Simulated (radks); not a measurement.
The numbers below are computed, except where a source is named.
Question: The mean radii <r> (bohr) of the occupied orbitals of an atom or ion are listed with their occupations. Code: a radial shooting solver on a logarithmic mesh with Libxc functionals. Model: scalar-relativistic Kohn-Sham, PBE, spin-unpolarised, spherical densities, point nucleus.

| orbital | occ. | <r> |
|---|---|---|
| 1s | 2 | 0.06091 |
| 2s | 2 | 0.2794 |
| 2p | 6 | 0.2471 |
| 3s | 2 | 0.8332 |
| 3p | 6 | 0.8708 |
| 3d | 3 | 0.9683 |

Name the element and its charge.

Answer: Z = 25, manganese, charge +4: Mn4+ in [Ar] 3d3. The 1s radius gives Z: for a bare nucleus <r> = (2 gamma + 1)/(2Z) with gamma = sqrt(1 - (Z/c)^2), 0.05933 bohr for Z = 25, and screening makes it slightly larger (0.06091 here). The occupations add up to 21, and the charge is Z minus that.
